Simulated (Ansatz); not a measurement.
H₂Se, charge -1, doublet, at the geometry of the source list (a state made from the parent by changing its charge; the spin is typed, not shown lowest) (a gas-phase anion, which may not be bound at this level); Ansatz (an electronic-structure program) with HF/cc-pVDZ.

Here is a job for Ansatz.
Ansatz 0.2 input:
```yaml
crystal:
  periodic: [false, false, false]
  atoms:
    - {symbol: Se, position_ang: [-0.00260000, 0.66900000, 0.00000000]}
    - {symbol: H, position_ang: [-1.03130000, -0.33780000, 0.00000000]}
    - {symbol: H, position_ang: [1.03390000, -0.33120000, -0.00000000]}
basis:
  gaussian:
    orbitals: cc-pVDZ
hamiltonian:
  xc: hf
total_charge: -1
magnetization: {spin_polarized: true, initial_magnetization: 1}
```

What the program printed (banner, timings and long lists left out):

```
Functional definition: HF
414 factors; integrals over basis functions are off by at most 1.2e-3 eV
mean field evaluation 1: about -65329.4049 eV, gradient 9.6e0 eV
mean field evaluation 2: about -65329.4070 eV, gradient 9.6e0 eV
mean field evaluation 4: about -65330.1316 eV, gradient 1.0e0 eV
mean field evaluation 8: about -65330.1487 eV, gradient 4.1e-2 eV
mean field evaluation 16: about -65330.1416 eV, gradient 1.2e-1 eV
mean field evaluation 32: about -65330.0614 eV, gradient 3.8e-1 eV
mean field evaluation 64: about -65330.1480 eV, gradient 1.5e-2 eV
mean field evaluation 96: about -65330.1492 eV, gradient 4.0e-2 eV
mean field evaluation 128: about -65330.1419 eV, gradient 1.2e-1 eV
a density is far from that of the atoms, so the factors are made again for it
427 factors; integrals over basis functions are off by at most 1.2e-3 eV
mean field -65330.15033882 eV, -2400.8387425852 hartree, gradient 4.4e-6 eV, S^2 0.763387; 0 other end points of the search recorded, 0 dependent functions left out
reference -65330.15033882 eV, -2400.8387425852 hartree; 19, 18 occupied and 18, 19 virtual orbitals, 427 factors
Total energy: -65330.15033882 eV, -2400.8387425852 hartree
```
